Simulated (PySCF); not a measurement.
# Reading the logs of faulty runs: BGe2H6N

All numbers below are calculated, not measured. They come from PySCF 2.14.0, an open-source quantum chemistry program, on an isolated molecule that a program drew, which may never have been made. The molecule is BGe2H6N (charge 0, singlet), drawn as the SMILES string `[BH2][GeH]=[N][GeH3]`.

Each row is a Hartree-Fock (HF) and frozen-core CCSD(T) single point in the cc-pVDZ basis, meant for a local HF minimum. Run 1 is clean. Each other run has one planted mistake out of seven kinds, and not every kind appears here: one electron removed, one electron added, multiplicity raised by two, geometry at a saddle point, minimal basis STO-3G, one bond length entered in bohr, all coordinates scaled. The reference is restricted for singlets and unrestricted otherwise, and also for a bond in bohr. Adding or removing an electron swaps singlet and doublet. Electrons count all cores. HOMO and LUMO are orbital energies over both spins, the gradient is its largest component, and the lowest frequency (negative if imaginary) is given only where the gradient is small. Bond lengths are over the 9 bonds as drawn. T1 is the CCSD diagnostic: over 0.02 (restricted) or 0.045 (unrestricted) a single reference is doubtful. Germanium has the cc-pVDZ-PP basis, with a core potential (ECP10MDF) in place of its 10 inner electrons, and its 3s, 3p and 3d shells are frozen in CCSD(T).

Geometry of the clean run:
```xyz
10
BGe2H6N, angstrom
B    -0.5021    0.4878    2.7146
Ge   -0.1569    0.1057    0.6927
N     0.9674    0.8269   -0.3310
Ge    2.1657    2.1350    0.1037
H     0.0867   -0.1285    3.5530
H    -1.3022    1.3130    3.0435
H    -1.0542   -0.9758    0.0791
H     1.9150    3.3789   -0.7586
H     2.0636    2.5625    1.5912
H     3.5951    1.6346   -0.1418
```

```
run,electrons,basis functions,<S^2>,HOMO (eV),LUMO (eV),gradient (hartree/bohr),lowest frequency (cm^-1),mean bond (Å),longest bond (Å),T1,HF (hartree),CCSD(T) (hartree),mistake
1,82,104,0.000,-9.57,0.70,1.6e-05,78,1.5711,2.086,0.0200,-669.29037,-669.80315,no fault
2,82,104,1.031,-9.18,0.85,2.7e-02,-,1.7774,3.943,0.0347,-669.21019,-669.69930,one bond length entered in bohr
3,82,104,0.000,-9.88,0.86,1.2e-01,-,1.4423,1.915,0.0165,-669.20951,-669.70400,all coordinates scaled
4,81,104,0.791,-15.82,-5.10,5.6e-02,-,1.5711,2.086,0.0288,-669.03013,-669.49237,?
```

**Which mistake was planted in run 4, and what did it cost?**

It counts 81 electrons, one fewer than the clean run, at the same geometry and basis. So the mistake is: one electron removed. Subtracting run 1 and multiplying by 627.51 kcal/mol a hartree, the energy moved by 163.3 kcal/mol in HF and 195.0 kcal/mol in CCSD(T).

